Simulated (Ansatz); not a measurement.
AlBrHS, SMILES `[SH][Al][Br]` radical, 4 atoms. Total charge 0; spin multiplicity 2. Correlated methods include outer-core shells of Br, which these sets cover unevenly. Scalar relativity is left out up to krypton. All runs use 2 threads of a server CPU on a shared host. Correlated methods freeze the cores. Open-shell runs search over several starts.

Problem. How many basis functions does each run have, and how long does it take in Ansatz? UKS ωB97M-V/def2-QZVPP energy; UKS PBE0-D4/def2-SVP energy; UKS ωB97M-V/def2-SVP energy; UKS PBE0-D4/def2-QZVPP energy; UHF-CCSD(T)/def2-SVP energy; UKS r2SCAN-D4/def2-TZVPP energy and forces; direct RPA on PBE orbitals/def2-TZVPP energy; UKS PBE0-D4/def2-TZVP relaxation (11 steps); UKS BHLYP-D4/def2-TZVPP energy; UKS revPBE-D4/def2-TZVPP energy; UKS PBE0-D4/def2-TZVP frequencies; UKS r2SCAN0-D4/def2-TZVPP energy. (Best estimate.)

Solution. Computed: Other jobs shared the machine, so times are rough.

```
                                level                    job  functions  wall time  peak host memory (GiB)
             UKS revPBE-D4/def2-TZVPP                 energy        146      3.8 s                    0.23
                 UKS PBE0-D4/def2-SVP                 energy         73      3.9 s                    0.22
              UKS BHLYP-D4/def2-TZVPP                 energy        146      5.5 s                    0.52
                 UHF-CCSD(T)/def2-SVP                 energy         73        7 s                     0.3
             UKS r2SCAN-D4/def2-TZVPP      energy and forces        146      7.5 s                    0.27
direct RPA on PBE orbitals/def2-TZVPP                 energy        146      9.5 s                    0.38
            UKS r2SCAN0-D4/def2-TZVPP                 energy        146       11 s                    0.56
                 UKS ωB97M-V/def2-SVP                 energy         73       16 s                    0.37
               UKS PBE0-D4/def2-QZVPP                 energy        259       30 s                    0.96
               UKS ωB97M-V/def2-QZVPP                 energy        259       63 s                     1.2
                UKS PBE0-D4/def2-TZVP  relaxation (11 steps)        128       73 s                    0.41
                UKS PBE0-D4/def2-TZVP            frequencies        128    2.8 min                    0.41
```
